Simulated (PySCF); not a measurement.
O2Si, charge -1, quartet, at a GFN2-xTB geometry of the parent state (a state made from the parent by changing its charge; the spin is typed, not shown lowest) (in this run its highest filled SCF level lies above zero, so its values depend strongly on the basis, on diffuse functions most of all); MP2/6-31G* (PySCF).

Input for PySCF:
```python
from pyscf import gto, scf, mp

mol = gto.Mole()
mol.atom = '''
    O     1.424277   -0.245770    0.005335
    Si   -0.012228    0.338473    0.013371
    O    -1.402879   -0.346558   -0.028735
'''
mol.basis = '6-31g*'
mol.charge = -1
mol.spin = 3
mol.verbose = 4
mol.build()

mf = scf.UHF(mol)
mf.kernel()

pt = mp.MP2(mf)
pt.kernel()
print('E(MP2) = %.10f' % pt.e_tot)
mf.analyze()
```

### Question
What does PySCF print? Leave out banner, timings and long lists.

### Answer

```
PySCF version 2.14.0

[INPUT] verbose = 4
[INPUT] num. atoms = 3
[INPUT] num. electrons = 31
[INPUT] charge = -1
[INPUT] spin (= nelec alpha-beta = 2S) = 3
[INPUT] symmetry False subgroup None
[INPUT] Mole.unit = angstrom
[INPUT] Symbol           X                Y                Z      unit          X                Y                Z       unit  Magmom
[...]
nuclear repulsion = 88.40648916734
number of shells = 20
number of NR pGTOs = 105
number of NR cGTOs = 46
basis = 6-31g*
ecp = {}

******** <class 'pyscf.scf.uhf.UHF'> ********
method = UHF
initial guess = minao
damping factor = 0
level_shift factor = 0
DIIS = <class 'pyscf.scf.diis.CDIIS'>
diis_start_cycle = 1
diis_space = 8
diis_damp = 0
SCF conv_tol = 1e-09
SCF conv_tol_grad = None
SCF max_cycles = 50
direct_scf = True
direct_scf_tol = 1e-13
number electrons alpha = 17  beta = 14
Set gradient conv threshold to 3.16228e-05
init E= -438.531958249547

cycle= 1 E= -438.39484286427  delta_E= 0.137  |g|= 0.419  |ddm|= 1.74
cycle= 2 E= -438.469432329332  delta_E= -0.0746  |g|= 0.262  |ddm|= 0.503
cycle= 3 E= -438.499664337712  delta_E= -0.0302  |g|= 0.0573  |ddm|= 0.192
cycle= 4 E= -438.506315542626  delta_E= -0.00665  |g|= 0.0206  |ddm|= 0.134
cycle= 5 E= -438.507518834725  delta_E= -0.0012  |g|= 0.0101  |ddm|= 0.0576
cycle= 6 E= -438.507910384515  delta_E= -0.000392  |g|= 0.008  |ddm|= 0.0272
cycle= 7 E= -438.508250266461  delta_E= -0.00034  |g|= 0.00735  |ddm|= 0.0267
cycle= 8 E= -438.509220109597  delta_E= -0.00097  |g|= 0.00583  |ddm|= 0.0904
cycle= 9 E= -438.510311965013  delta_E= -0.00109  |g|= 0.00405  |ddm|= 0.167
cycle= 10 E= -438.510320796363  delta_E= -8.83e-06  |g|= 0.00235  |ddm|= 0.0071
cycle= 11 E= -438.510436038953  delta_E= -0.000115  |g|= 0.00288  |ddm|= 0.0969
cycle= 12 E= -438.510459366518  delta_E= -2.33e-05  |g|= 0.00058  |ddm|= 0.0263
cycle= 13 E= -438.510457445753  delta_E= 1.92e-06  |g|= 0.000798  |ddm|= 0.0141
cycle= 14 E= -438.510460639922  delta_E= -3.19e-06  |g|= 9.23e-05  |ddm|= 0.00911
cycle= 15 E= -438.510460585009  delta_E= 5.49e-08  |g|= 0.000117  |ddm|= 0.00131
cycle= 16 E= -438.510460639776  delta_E= -5.48e-08  |g|= 7.75e-05  |ddm|= 0.000586
cycle= 17 E= -438.510460681912  delta_E= -4.21e-08  |g|= 1.49e-05  |ddm|= 0.00101
cycle= 18 E= -438.510460683282  delta_E= -1.37e-09  |g|= 7.26e-06  |ddm|= 0.000265
cycle= 19 E= -438.510460683456  delta_E= -1.75e-10  |g|= 3.17e-06  |ddm|= 5.41e-05
[...]
converged SCF energy = -438.51046068347  <S^2> = 3.8374229  2S+1 = 4.0434752
E(UMP2) = -438.899523317883  E_corr = -0.389062634413373
E(SCS-UMP2) = -438.881455884051  E_corr = -0.370995200581076
E(MP2) = -438.8995233179
Total Energy =                        -438.510460683470001
[...]

 ** Mulliken spin pop alpha/beta on meta-lowdin orthogonal AOs **
 ** Mulliken Spin Density (per AO)  **
spin_pop of  0 O 1s       -0.00000
spin_pop of  0 O 2s        0.03163
spin_pop of  0 O 3s        0.00019
spin_pop of  0 O 2px       0.09937
spin_pop of  0 O 2py       0.71051
spin_pop of  0 O 2pz       0.08107
spin_pop of  0 O 3px      -0.00055
spin_pop of  0 O 3py       0.00037
spin_pop of  0 O 3pz       0.00016
spin_pop of  0 O 3dxy      0.00091
spin_pop of  0 O 3dyz     -0.00005
spin_pop of  0 O 3dz^2     0.00056
spin_pop of  0 O 3dxz     -0.00020
spin_pop of  0 O 3dx2-y2    0.00021
spin_pop of  1 Si 1s        0.00000
spin_pop of  1 Si 2s        0.00010
spin_pop of  1 Si 3s        0.41124
spin_pop of  1 Si 4s        0.03478
spin_pop of  1 Si 2px       0.00000
spin_pop of  1 Si 2py      -0.00000
spin_pop of  1 Si 2pz       0.00000
spin_pop of  1 Si 3px      -0.02128
spin_pop of  1 Si 3py      -0.11133
spin_pop of  1 Si 3pz       0.80002
spin_pop of  1 Si 4px      -0.00322
spin_pop of  1 Si 4py      -0.00406
spin_pop of  1 Si 4pz       0.03885
spin_pop of  1 Si 3dxy      0.00126
spin_pop of  1 Si 3dyz      0.00355
spin_pop of  1 Si 3dz^2     0.00290
spin_pop of  1 Si 3dxz     -0.00375
spin_pop of  1 Si 3dx2-y2    0.00257
spin_pop of  2 O 1s       -0.00000
spin_pop of  2 O 2s        0.03163
spin_pop of  2 O 3s        0.00019
spin_pop of  2 O 2px       0.12487
spin_pop of  2 O 2py       0.68533
spin_pop of  2 O 2pz       0.08074
spin_pop of  2 O 3px      -0.00070
spin_pop of  2 O 3py       0.00052
spin_pop of  2 O 3pz       0.00017
spin_pop of  2 O 3dxy      0.00079
spin_pop of  2 O 3dyz     -0.00007
spin_pop of  2 O 3dz^2     0.00056
spin_pop of  2 O 3dxz     -0.00018
spin_pop of  2 O 3dx2-y2    0.00033
 ** Mulliken Spin Density (per atom)  **
spin density of  0 O =      0.92420
spin density of  1 Si =      1.15164
spin density of  2 O =      0.92417
 ** Mulliken pop alpha/beta on meta-lowdin orthogonal AOs **
 ** Mulliken pop       alpha | beta **
In total            17.00000 | 14.00000
 ** Mulliken atomic charges   ( Nelec_alpha | Nelec_beta ) **
charge of  0O =     -0.62193  (     4.77306      3.84887 )
charge of  1Si =      0.24388  (     7.45388      6.30224 )
charge of  2O =     -0.62195  (     4.77306      3.84889 )

WARN: System has nonzero charge -1; the dipole moment is origin-dependent.
Location of origin: [0. 0. 0.]

Dipole moment(X, Y, Z, Debye):  0.03624, -0.99895, -0.03946
```
